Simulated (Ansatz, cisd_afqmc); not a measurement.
Species: H$_{4}$BO, charge 1, singlet. H4BO+ (SMILES B[OH2+]).
B3LYP-D3(BJ)/def2-TZVP minimum from Ansatz (a program for electronic structure):
```
O
H 1 0.9775
H 1 0.9775 2 113.83
B 1 1.4476 2 123.08 3 -180.00
H 4 1.1743 1 113.47 2 180.00
H 4 1.1743 5 133.05 1 -180.00
```
Charge +1, spin multiplicity 1.

Total energies in cc-pVDZ, 12 correlated electrons, 2 frozen orbitals. UHF or UKS for unpaired electrons; spin-orbit terms are left out. Correlated methods leave the cores frozen. No relativity. AFQMC is phaseless with a CISD trial state; ± is one standard error, without the phaseless bias. Outlying blocks are dropped, and bars are widened where a walk drifts. Over all cases where full CI ran beside it in this data, AFQMC minus full CI had a median of +0.1 mEh and passed +0.4 mEh in a tenth of the cases.

```tsv
method	program	energy (Eh)	minus CCSDTQ (mEh)
HF	Ansatz	-101.61533	302.61
MP2	Ansatz	-101.88726	30.67
CCSD	Ansatz	-101.91171	6.22
CCSD(T)	Ansatz	-101.91702	0.91
CCSDT(Q)	Ansatz	-101.91797	-0.03
CCSDTQ	Ansatz	-101.91793	0.00
AFQMC/CISD	cisd_afqmc	-101.9180 ± 0.0003	-0.1 ± 0.3
```

Rough core times of Ansatz's runs on a shared machine: CCSD(T) under 20 s, CCSDT(Q) 30 s, CCSDTQ 10 min.
